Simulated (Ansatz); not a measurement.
One change: `[CH3][Ge][Cl]` becomes `C[CH2][Ge][Cl]`.

Ansatz, PBE0-D4/def2-TZVP geometries, multiplicity 1. Each molecule was computed in one conformer, which needn't be the lowest.

Scalar relativity is left out up to krypton.

| property | `[CH3][Ge][Cl]` |
| --- | --- |
| HOMO–LUMO gap (B3LYP/def2-TZVPP) / eV | 3.79 |
| LUMO energy (PBE/def2-TZVPP) / eV | -3.42 |
| HOMO–LUMO gap (PBE0/def2-TZVPP) / eV | 4.21 |
| HOMO–LUMO gap (ωB97M-V/def2-TZVPP) / eV | 8.28 |
| HOMO energy (PBE/def2-TZVPP) / eV | -5.76 |
| HOMO energy (B3LYP/def2-TZVPP) / eV | -6.67 |

(1) What does the change do to each property? (Best estimate.)

Answers

(1) Ansatz gave: 
```csv
property,`C[CH2][Ge][Cl]`,shift
HOMO–LUMO gap (B3LYP/def2-TZVPP) / eV,3.73,-0.06
LUMO energy (PBE/def2-TZVPP) / eV,-3.30,0.12
HOMO–LUMO gap (PBE0/def2-TZVPP) / eV,4.13,-0.08
HOMO–LUMO gap (ωB97M-V/def2-TZVPP) / eV,8.19,-0.09
HOMO energy (PBE/def2-TZVPP) / eV,-5.58,0.18
HOMO energy (B3LYP/def2-TZVPP) / eV,-6.48,0.19
```

With PBE0 the HOMO rises by 0.19 eV and the LUMO rises by 0.11 eV, so the gap narrows by about 0.08 eV. PBE moves the HOMO by 0.18 eV and ωB97M-V by 0.19 eV. The zero-point energy changes by 76.2 kJ/mol with +9 modes.

B3LYP here is the variant with VWN-RPA as its local correlation; programs differ in this.
